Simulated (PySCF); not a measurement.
Species: C₃H₁₀OSi₂.
Cartesian coordinates in Å at the GFN2-xTB level; atoms count from 1:
```
atom  x, y, z in Å
C1     2.511    0.092    0.286
Si2    0.692    0.097    0.797
C3    -0.395   -1.217   -0.063
C4    -1.758   -0.564   -0.343
Si5   -1.457    1.301   -0.614
O6    -0.043    1.442    0.200
H7     3.019    0.963    0.687
H8     3.013   -0.789    0.671
H9     2.633    0.105   -0.793
H10    0.507    0.138    2.251
H11    0.065   -1.502   -1.012
H12   -0.519   -2.138    0.507
H13   -2.399   -0.694    0.532
H14   -2.266   -1.060   -1.170
H15   -1.195    1.664   -2.004
H16   -2.416    2.170    0.057
```

Vertical excitations from PySCF (density fitting, frozen core in the response, grid level 2 and gas phase unless stated; continuum runs use non-equilibrium linear response for the excitations) on a GFN2-xTB geometry. Reference run:

```
                                   settings    S1, eV (f)    S2, eV (f)    S3, eV (f)    S4, eV (f)    S5, eV (f)    S6, eV (f)  T1, eV (Tamm–Dancoff)  mean α (au)
CAM-B3LYP/def2-SVPD, full TDDFT, 8 singlets  7.33 (0.009)  7.59 (0.006)  7.66 (0.014)  7.85 (0.029)  7.98 (0.021)  8.14 (0.076)                   7.02         84.5
```

What do these settings give: (1) PBE0/def2-SVPD, energy threshold 1e-11 Eh, TDA, 1 singlet; (2) CAM-B3LYP/def2-SVPD, IEF-PCM dimethylsulfoxide, fitting basis def2-universal-jkfit, full TDDFT, 1 singlet; (3) BHandHLYP/MINI, IEF-PCM chloroform, full TDDFT, 1 singlet?

| settings | S1, eV (f) | S2, eV (f) | S3, eV (f) | S4, eV (f) | S5, eV (f) | S6, eV (f) | T1, eV (Tamm–Dancoff) | mean α (au) |
| --- | --- | --- | --- | --- | --- | --- | --- | --- |
| PBE0/def2-SVPD, energy threshold 1e-11 Eh, TDA, 1 singlet | 7.06 (0.009) | – | – | – | – | – | – | 85.3 |
| CAM-B3LYP/def2-SVPD, IEF-PCM dimethylsulfoxide, fitting basis def2-universal-jkfit, full TDDFT, 1 singlet | 7.29 (0.019) | – | – | – | – | – | 6.99 | 113.2 |
| BHandHLYP/MINI, IEF-PCM chloroform, full TDDFT, 1 singlet | 8.58 (0.001) | – | – | – | – | – | – | 62.1 |

(1) S1 moves by -0.27 eV; functional and response scheme change together, so the shift can't be laid on one. (2) S1 moves by -0.04 eV. (3) S1 moves by +1.25 eV; functional, basis and environment change together, so the shift can't be laid on one. States are counted by energy in each run and needn't keep their character from row to row.

Give the leading configurations of S1 (H = HOMO, L = LUMO) and the HOMO–LUMO gap of each run.

```csv
settings,S1 configurations (weight),S1 (eV),orbital gap (eV),S1 − gap (eV)
"CAM-B3LYP/def2-SVPD, full TDDFT, 8 singlets","H→L 0.62, H→L+2 0.18",7.33,10.49,-3.16
"PBE0/def2-SVPD, energy threshold 1e-11 Eh, TDA, 1 singlet",H→L 0.90,7.06,8.33,-1.27
"CAM-B3LYP/def2-SVPD, IEF-PCM dimethylsulfoxide, fitting basis def2-universal-jkfit, full TDDFT, 1 singlet",H→L 0.69,7.29,10.44,-3.15
"BHandHLYP/MINI, IEF-PCM chloroform, full TDDFT, 1 singlet",H→L 0.90,8.58,12.04,-3.46
```

The structure is a single GFN2-xTB conformer; no vibrational corrections.
